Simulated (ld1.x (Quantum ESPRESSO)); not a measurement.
# Wu–Cohen TM semilocal dataset for Al, non-relativistic all-electron reference.

aluminium (Al), norm-conserving Troullier–Martins (semilocal form), made with ld1.x (Quantum ESPRESSO) 7.5 (Wu–Cohen, non-relativistic). Core [Ne], reference 3s2 3p0.75 (charge +0.25). Waves: 3s (bound): rc 2.15 bohr; 3p (bound): rc 2.15 bohr; 3d channel at 1.97 Ry: rc 2.15 bohr. Local part: the d channel. Core correction: none.

- Cutoffs needed: 10 Ry and 25 Ry (the cutoffs (Ry, on a coarse ladder) from which the occupation-weighted sum of valence levels, in a spherical-Bessel basis at the reference potential, stays within 10 and 1 mRy of its value at 400 Ry)
- Ghost test: no extra level below or beside the all-electron valence levels (s, p, d tested); the semilocal form is local in each channel, so this says nothing of the separable form that plane-wave codes build from it (spherical-Bessel basis up to 400 Ry, 20 bohr box)
- Largest excitation error: +10 meV (all-electron minus pseudo) for 3s0 3p3, out of 7 test configurations
